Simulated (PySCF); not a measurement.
A PySCF script (with the pyscf-properties extension) for the NMR shieldings of `[F][Al]([F])[C@@H]1C[C@@H]2CCC[C@@H]21`, C7H11AlF2, on a GFN2-xTB geometry:

```python
import basis_set_exchange as bse
import numpy as np
from pyscf import gto, dft
from pyscf.prop import nmr

atoms = """
F     2.170247   -0.297812   -2.318089
Al    2.018672    0.662356   -0.979923
F     2.522705    2.228951   -1.133641
C     1.397902   -0.167837    0.726130
C     0.721153   -1.537316    0.489706
C    -0.617558   -0.955926    0.965871
C    -1.634109   -0.688058   -0.141453
C    -1.137684    0.594875   -0.804362
C    -0.618060    1.428440    0.364999
C     0.059200    0.400032    1.261302
H     2.151033   -0.213471    1.517325
H     0.714033   -1.880486   -0.545962
H     1.108383   -2.339073    1.116294
H    -1.058679   -1.475158    1.816349
H    -2.618607   -0.513271    0.296585
H    -1.712148   -1.519423   -0.840667
H    -1.905233    1.101964   -1.385751
H    -0.299728    0.363680   -1.486532
H    -1.447302    1.906649    0.888962
H     0.085079    2.204489    0.042813
H     0.091782    0.713339    2.304277
"""
names = dict.fromkeys(["F", "Al", "C", "H"], "pcSseg-1")
basis = {el: gto.basis.parse(bse.get_basis(n, elements=[el], fmt="nwchem")) for el, n in names.items()}
mol = gto.M(atom=atoms, basis=basis, charge=0, verbose=0)
mf = dft.RKS(mol, xc="PBE0")
mf.grids.level = 2
mf.grids.alignment = dft.numint.BLKSIZE   # the property module wants whole blocks of grid points
mf.conv_tol = 1e-9
mf.kernel()

calc = nmr.RKS(mf)   # GIAO
C = mf.mo_coeff
Co = C[:, mf.mo_occ > 0]
resp = mf.gen_response(singlet=True, hermi=2)
def vind(x):   # induced exchange potential for any number of trial vectors
    d = np.einsum("pi,xij,qj->xpq", C, 2 * x.reshape(-1, C.shape[1], Co.shape[1]), Co, optimize=True)
    return np.einsum("xpq,pi,qj->xij", resp(d - d.transpose(0, 2, 1)), C, Co, optimize=True).ravel()
mo1, _ = nmr.rhf.solve_mo1(calc, with_cphf=vind)
sigma = calc.kernel(mo1)
for i, s in enumerate(sigma):   # ppm
    w = np.linalg.eigvalsh((s + s.T) / 2)
    print("%2d %-2s iso %8.1f  s11 %8.1f  s22 %8.1f  s33 %8.1f" % (i, mol.atom_pure_symbol(i), w.mean(), *w))
```

**Question.** Give the expected output.

**Answer.** 
```
 0 F  iso    339.5  s11    242.7  s22    342.5  s33    433.5
 1 Al iso    457.4  s11    401.7  s22    428.7  s33    541.9
 2 F  iso    331.8  s11    239.1  s22    312.1  s33    444.1
 3 C  iso    162.2  s11    133.5  s22    174.0  s33    179.1
 4 C  iso    159.2  s11    145.1  s22    157.1  s33    175.4
 5 C  iso    147.2  s11    126.4  s22    150.0  s33    165.2
 6 C  iso    150.1  s11    128.9  s22    156.6  s33    164.7
 7 C  iso    157.8  s11    136.6  s22    159.1  s33    177.6
 8 C  iso    146.0  s11    124.3  s22    147.5  s33    166.1
 9 C  iso    145.3  s11    123.2  s22    150.1  s33    162.6
10 H  iso     29.2  s11     25.9  s22     27.0  s33     34.7
11 H  iso     30.0  s11     26.3  s22     29.1  s33     34.8
12 H  iso     29.2  s11     25.7  s22     26.4  s33     35.6
13 H  iso     28.8  s11     24.0  s22     27.6  s33     34.9
14 H  iso     30.1  s11     24.6  s22     27.4  s33     38.3
15 H  iso     30.2  s11     26.3  s22     26.9  s33     37.3
16 H  iso     29.5  s11     24.9  s22     26.4  s33     37.1
17 H  iso     30.2  s11     25.6  s22     28.7  s33     36.2
18 H  iso     29.9  s11     24.9  s22     26.8  s33     38.1
19 H  iso     30.4  s11     25.9  s22     28.7  s33     36.6
20 H  iso     28.8  s11     24.2  s22     27.5  s33     34.7
```

These numbers come from an equivalent density-fitted implementation of the same equations, which agrees with the script to about 0.01 ppm for H and up to a few tenths of a ppm for heavy atoms, so last digits may differ.

Size and cost of the density-fitted run: 232 basis functions, 3 min wall time (2.1 min CPU) on 1 thread of an Intel Xeon, shared host; peak memory 1.1 GiB.
